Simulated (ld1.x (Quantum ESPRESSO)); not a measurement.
**What one change does to a pseudopotential (germanium (Ge), PAW)**

ld1.x (Quantum ESPRESSO) 7.5 input, shortened:

```
&input
   title='Ge', zed=32., rel=1, dft='PZ', iswitch=3,
   config='[Ar] 3d10 4s2 4p2'
 /
 &inputp
   pseudotype=3, lpaw=.true., tm=.true., lloc=-1, rcloc=1.45,
   nlcc=.true., new_core_ps=.true., rcore=1.10,
   which_augfun='PSQ', rmatch_augfun_nc=.true.
 /
6
4S  1  0   2.00   0.00  1.40  1.75  0.0
4S  1  0   0.00   1.50  1.40  1.75  0.0
4P  2  1   2.00   0.00  1.50  2.00  0.0
4P  2  1   0.00   2.05  1.50  2.00  0.0
3D  3  2  10.00   0.00  1.00  1.35  0.0
3D  3  2   0.00   0.80  1.00  1.35  0.0
 &test
   configts(1)='3d10 4s2 4p2'
 /
```

All-electron outer shells of the reference configuration (LDA (PZ), scalar-relativistic, ld1.x):

```json
{"shell": "3s", "level (eV)": "-167.73", "outermost node (bohr)": "0.26", "outermost maximum (bohr)": "0.54"}
{"shell": "3p", "level (eV)": "-115.38", "outermost node (bohr)": "0.23", "outermost maximum (bohr)": "0.54"}
{"shell": "3d", "level (eV)": "-29.55", "outermost node (bohr)": "–", "outermost maximum (bohr)": "0.50"}
{"shell": "4s", "level (eV)": "-11.95", "outermost node (bohr)": "0.77", "outermost maximum (bohr)": "1.73"}
{"shell": "4p", "level (eV)": "-4.05", "outermost node (bohr)": "0.82", "outermost maximum (bohr)": "2.19"}
```

Change: local potential all-electron potential smoothed inside 1.70 bohr (lloc = -1).

Cutoffs: the cutoffs (Ry, on a coarse ladder) from which the occupation-weighted sum of valence levels, in a spherical-Bessel basis at the reference potential, stays within 10 and 1 mRy of its value at 400 Ry; they do not see the model core or the augmentation charge, which bear on the density cutoff. Errors are all-electron minus pseudo energies relative to the spin-unpolarised reference configuration.

How do hardness, ghosts and transferability respond?

The potential gets neither clearly harder nor softer (60 Ry and 110 Ry → 60 Ry and 110 Ry); the errors of the 8 common tests hardly move; neither file shows a bound ghost at the reference potential, the only one tested.

| quantity | base | changed |
| --- | --- | --- |
| cutoff, loose | 60 Ry | 60 Ry |
| cutoff, tight | 110 Ry | 110 Ry |
| bound ghosts | none | none |
| tests counted (converged, no solver errors) | 8 of 9 | 8 of 9 |
| error for 3d10 4s2 4p1, meV [ΔE 7.64 eV] | -1.0 | -1.0 |
| error for 3d10 4s2 4p0, meV [ΔE 23.35 eV] | -3.6 | -3.6 |
| error for 3d10 4s1 4p0, meV [ΔE 58.57 eV] | -12 | -12 |
| error for 3d10 4s1 4p2, meV [ΔE 16.41 eV] | -2.0 | -2.0 |
| error for 3d10 4s2 4p2.3, meV [ΔE -0.93 eV] | +0.2 | +0.1 |
| error for 3d10 4s0 4p4, meV [ΔE 16.36 eV] | -2.2 | -2.2 |
| error for 3d10 4s2 4p2 (spin-polarised), meV [ΔE -0.56 eV] | -0.1 | -0.1 |
| error for 3d10 4s2 4p1 (spin-polarised), meV [ΔE 7.45 eV] | -1.1 | -1.1 |
| s: phases at 2.21 bohr within 0.05 rad from the reference energy up to (Ry; the scan ends near 5) | 4.9 | to the end of the scan |
| p: phases at 2.21 bohr within 0.05 rad from the reference energy up to (Ry; the scan ends near 5) | to the end of the scan | to the end of the scan |
| d: phases at 2.21 bohr within 0.05 rad from the reference energy up to (Ry; the scan ends near 5) | to the end of the scan | to the end of the scan |
| lowest overlap eigenvalue by channel | s 0.39, p 0.58, d 0.13 | s 0.41, p 0.61, d 0.13 |

Base: Tests not counted: 3d10 4s0 4p0 (solver errors, printed error -1713 eV). Changed file: Tests not counted: 3d10 4s0 4p0 (solver errors, printed error -1713 eV).
